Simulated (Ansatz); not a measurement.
Consider the redistribution: `[OH][AlH][NH][SiH3]` + `C[Si](O)(F)[SiH3]` → `C[Si](O)(F)[AlH][OH]` + `[SiH3]N[SiH3]`.

Calculated with Ansatz (gas phase, PBE0-D4/def2-TZVP geometries, no zero-point term in ΔE). CCSD(T)/CBS is the MP2 limit (def2-TZVPP, def2-QZVPP) plus CCSD(T) − MP2 in def2-TZVPP, frozen cores. This one scheme is used for every species. Functionals use def2-TZVPP. B3LYP here is the variant with VWN-RPA as its local correlation; programs differ in this. One conformer a species, not always the lowest.

`[OH][AlH][NH][SiH3]`:

Cartesian coordinates in Å:
```
O 1.810 1.310 -0.195
Al 1.161 0.241 0.947
N -0.376 -0.547 0.535
Si -1.367 -0.419 -0.874
H 2.630 1.782 -0.071
H 1.865 -0.061 2.327
H -0.735 -1.178 1.240
H -0.718 0.533 -1.807
H -2.736 0.073 -0.546
H -1.534 -1.735 -1.555
```

`C[Si](O)(F)[SiH3]`:

```xyz
12

C     1.335   -0.989   -0.491
Si   -0.039   -0.284    0.540
O     0.526    0.595    1.804
F    -0.867   -1.542    1.104
Si   -1.518    1.125   -0.605
H     0.934   -1.582   -1.317
H     1.975   -1.643    0.109
H     1.955   -0.193   -0.910
H     1.207    0.218    2.363
H    -2.143    0.386   -1.736
H    -0.778    2.290   -1.162
H    -2.589    1.618    0.299
```

`C[Si](O)(F)[AlH][OH]`:

Cartesian coordinates in Å:
```
C 0.687 0.920 -1.543
Si 0.355 0.343 0.197
O -0.043 1.616 1.166
F 1.758 -0.273 0.715
Al -1.414 -1.338 0.591
O -1.038 -2.697 1.538
H 0.998 0.087 -2.180
H 1.489 1.665 -1.559
H -0.207 1.369 -1.983
H 0.479 2.419 1.107
H -2.893 -1.282 0.030
H -0.171 -2.828 1.921
```

`[SiH3]N[SiH3]`:

```xyz
10

Si    1.437   -0.088    0.603
N    -0.104   -0.623    0.040
Si   -1.404    0.307   -0.611
H     1.395    1.394    0.669
H     2.550   -0.501   -0.297
H     1.733   -0.646    1.951
H    -0.243   -1.625    0.040
H    -1.079    1.737   -0.389
H    -2.688   -0.030    0.063
H    -1.599    0.075   -2.069
```

```
          level  ΔE (kcal/mol)  difference from CCSD(T)/CBS
         PBE-D4           13.3                         -0.1
      r2SCAN-D4           15.0                          1.6
       B3LYP-D4           13.4                          0.0
         B2PLYP           13.4                          0.0
          B3LYP           13.1                         -0.3
  HF/def2-TZVPP           12.2                         -1.2
CCSD/def2-TZVPP           13.5                          0.1
 MP2/def2-QZVPP           13.7                          0.3
   HF/CBS(def2)           12.2                         -1.2
  MP2/CBS(def2)           13.5                          0.1
    CCSD(T)/CBS           13.4                            0
```

Largest T1 diagnostic among the species: 0.013.

In def2-TZVPP, CCSD(T) changes the Hartree–Fock value by +1.5 kcal/mol (the triples alone add +0.2 kcal/mol) and MP2 by +1.6 kcal/mol.
